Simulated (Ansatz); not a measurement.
`F[CH2][GeH2][GeH3]`, charge 0, multiplicity 1.

(1) Give a relaxed structure at PBE0-D4/def2-TZVP (Ansatz 0.2.0). (Estimate.)

Results:

(1) Computed: 
Z-matrix (Å, degrees):
```
C
Ge 1 1.981
F 1 1.387 2 110.0
H 1 1.093 2 110.4 3 -119.5
H 1 1.093 2 111.1 3 119.8
Ge 2 2.421 1 109.5 3 50.7
H 2 1.541 1 107.6 3 171.5
H 2 1.539 1 109.2 3 -70.9
H 6 1.538 2 109.7 1 54.3
H 6 1.535 2 110.5 1 -65.8
H 6 1.537 2 110.3 1 173.8
```
This is one stationary point; other conformers may exist.
